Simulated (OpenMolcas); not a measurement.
Re4+: effect of the IPEA shift

| Item | Value |
| --- | --- |
| Program | OpenMolcas 26.06 |
| Basis | ANO-RCC-VTZP [8s7p5d3f2g1h] |
| Scalar Hamiltonian | DKH2, point nucleus |
| Active space | 3 electrons in 5 orbitals (5d) |
| State averaging | 2S+1 = 4 even, 10 roots; 2S+1 = 2 even, 40 roots |
| Spin-orbit coupling | state interaction with AMFI integrals over the reference wave functions, term energies averaged over their components |

Methods on the same reference wave functions:
A. CASSCF
B. MS-CASPT2, IPEA 0 Eh, imaginary shift 0.1 Eh (closed shells correlated: 5s 5p)
C. MS-CASPT2, IPEA 0.25 Eh, imaginary shift 0.1 Eh (closed shells correlated: 5s 5p)

Energies in cm-1 above 5d3 4F 3/2, the measured ground level; measured values from the list in Brasseur, Gamrath and Quinet, At. Data Nucl. Data Tables 157, 101636 (2024).

```json
{"Level": "5d3 4F 3/2", "A": "0.0", "B": "0.0", "C": "0.0", "Measured": "0.0"}
{"Level": "5d3 4F 5/2", "A": "4570", "B": "4960", "C": "4910", "Measured": "4853"}
{"Level": "5d3 4F 7/2", "A": "8860", "B": "9120", "C": "9100", "Measured": "8973"}
{"Level": "5d3 4F 9/2 [64 %]", "A": "12323", "B": "12080", "C": "12140", "Measured": "11914"}
{"Level": "5d3 4P 1/2 [64 %]", "A": "17051", "B": "14560", "C": "14870", "Measured": "14325"}
{"Level": "5d3 2G 7/2", "A": "21252", "B": "19250", "C": "19570", "Measured": "19013"}
{"Level": "5d3 2H 9/2 [55 %]", "A": "21894", "B": "20520", "C": "20670", "Measured": ""}
{"Level": "5d3 4P 5/2", "A": "23123", "B": "21370", "C": "21550", "Measured": "20922"}
{"Level": "5d3 2P 1/2 [64 %]", "A": "27937", "B": "24050", "C": "24460", "Measured": "23669"}
{"Level": "5d3 2H 11/2", "A": "29725", "B": "27870", "C": "28060", "Measured": "27077"}
{"Level": "5d3 2D 5/2(1)", "A": "32683", "B": "29270", "C": "29850", "Measured": "28739"}
{"Level": "5d3 2G 9/2 [54 %]", "A": "32752", "B": "30880", "C": "31150", "Measured": ""}
{"Level": "5d3 2P 3/2 [54 %]", "A": "37285", "B": "33220", "C": "33660", "Measured": ""}
{"Level": "5d3 2F 5/2", "A": "40236", "B": "35500", "C": "35900", "Measured": "34162"}
{"Level": "5d3 2F 7/2", "A": "40338", "B": "35780", "C": "36180", "Measured": "34625"}
{"Level": "5d3 2D 5/2(2)", "A": "60432", "B": "54600", "C": "54720", "Measured": "52467"}
{"Level": "5d3 2D 3/2(2)", "A": "60444", "B": "54420", "C": "54680", "Measured": ""}
```

Deviations, from unrounded energies. A percentage is the sum of absolute deviations over the sum of measured energies, with the sign that they share, or ± where signs differ.

```tsv
Against measurement	Levels	A	B	C
mean absolute deviation (cm-1)	12	3200	640	880
fine structure of the ground term (%)	3	±3.1	+1.6	+1.6
other terms of the ground configuration (%)	9	+14.8	+2.8	+4.0
```

B lies closest to measurement on these levels and A furthest from it. The largest miss of B in the table is 5d3 2D 5/2(2), by +2100 cm-1. The ranking rests on the paired levels alone, and a cruder setting can come out closer through cancelling errors.

Between B and C the level of the table that moves most is 5d3 2D 5/2(1), by 580 cm-1 (lowest in B, highest in C). Moves below CASPT2's spread within the term are not significant.

The mean deviations of B to C differ by less than CASPT2's widest spread within a term (530 cm-1), so their order carries little weight.

From A to B the spin-free energies of the other terms of 5d3 shown, above 4F, scale by factors of 0.70 to 0.87, as is usual when dynamic correlation screens the repulsion within a d or f shell.

The lowest spin-free term lies below A's lowest term by 0.252 hartree in B, 0.246 hartree in C.

CASPT2 breaks the degeneracy within a term, and the mean is taken; among the terms shown or strongly mixed into the levels shown the widest spread is 530 cm-1 (5d3 4F, B). Without dynamic correlation excited terms often stand tens of per cent too high (terms of higher spin than the ground term too low), and those without a measured partner can miss by more than the paired ones (holds for A). The CASPT2 spread within a term exceeds the gap to the next term for 5d3 2H and 5d3 2D(1), so the order of their levels is uncertain (holds for B). Computed and measured levels are paired by configuration, term and J; levels that our copy of the source lacks, or whose pairing is in doubt (as where it misses far off the trend of its configuration), stay unpaired and out of the deviations. Levels of configurations outside the active space are missing. The table leaves out levels that lie high or whose names do not pair safely across all columns.

A share in square brackets marks a mixed level and gives the weight of the term that names it, the lowest over the columns. A number in round brackets counts repeated terms of one configuration in the order of the reference energies.
